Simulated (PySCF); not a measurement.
Isomers of C4H6F2O2Si. Method used: TDDFT CAM-B3LYP/def2-SVPD, vertical, gas phase, core orbitals frozen in the response in PySCF. Geometries: GFN2-xTB; one conformer of each isolated species. Triplets are in the Tamm–Dancoff approximation.

A. `O=C/C(=C/O[SiH3])C(F)F`
B. `O(C=O)[C@@]1([C@H](F)C[SiH2]1)F`
C. `[C@@H]1([C@@H](F)C(CO1)=O)[SiH2]F`
D. `COC1=C[C@@H](F)[Si@H](F)O1`

Lowest singlet levels (six at most, fewer where fewer were computed) with oscillator strengths:

1. 5.78 eV (f 0.147); 6.12 eV (f 0.014); 6.65 eV (f 0.011); 6.95 eV (f 0.120); 7.30 eV (f 0.007); 7.35 eV (f 0.017); T1 4.24 eV
2. 3.93 eV (f 0.001); 5.80 eV (f 0.019); 7.04 eV (f 0.008); 7.09 eV (f 0.015); 7.36 eV (f 0.003); 7.47 eV (f 0.029); T1 3.39 eV
3. 3.86 eV (f 0.000); 5.42 eV (f 0.397); 6.52 eV (f 0.002); 6.67 eV (f 0.000); 7.08 eV (f 0.001); 7.29 eV (f 0.029); T1 3.37 eV
4. 5.77 eV (f 0.002); 6.78 eV (f 0.001); 7.17 eV (f 0.010); 7.38 eV (f 0.017); 7.56 eV (f 0.008); 7.75 eV (f 0.013); T1 5.30 eV

Question: Match each spectrum to its molecule.

Answer: 1 = D, 2 = C, 3 = A, 4 = B.
- A: S1 at 3.86 eV, HOMO→LUMO (91%); Löwdin shares by element: HOMO (one of a set within 0.03 eV) oxygen 62% or more, carbon 24% or more, hydrogen 8% or more; LUMO carbon 60% or more, oxygen 16% or more (atoms not listed hold the other 24%); HOMO -9.10 and LUMO -0.85 eV; point group Cs, 2 of its 6 listed states under f = 0.0005.
- B: S1 at 5.77 eV, HOMO→LUMO (67%), HOMO-2→LUMO (16%), HOMO-3→LUMO (10%); Löwdin shares by element: HOMO carbon 39% or more, silicon 17%, oxygen 16% or more (atoms not listed hold the other 29%); LUMO oxygen 42%, carbon 40% or more, hydrogen 8% or more; HOMO -9.41 and LUMO 0.38 eV.
- C: S1 at 3.93 eV, HOMO→LUMO (89%); Löwdin shares by element: HOMO oxygen 54%, carbon 22% or more (atoms not listed hold the other 24%); LUMO carbon 50% or more, oxygen 28% or more (atoms not listed hold the other 22%); HOMO -9.30 and LUMO -0.69 eV.
- D: S1 at 5.78 eV, HOMO→LUMO (85%); Löwdin shares by element: HOMO carbon 55% or more, oxygen 26% (atoms not listed hold the other 19%); LUMO silicon 25%, carbon 12% or more, oxygen 10% or more, hydrogen 9% or more (atoms not listed hold the other 44%); HOMO -8.02 and LUMO 0.81 eV.
A and C have S1 within 0.08 eV of each other; their strongest listed levels stand at 5.42 eV (f 0.397) and 7.47 eV (f 0.029).
B and D have S1 within 0.02 eV of each other; their strongest listed levels stand at 7.38 eV (f 0.017) and 5.78 eV (f 0.147).
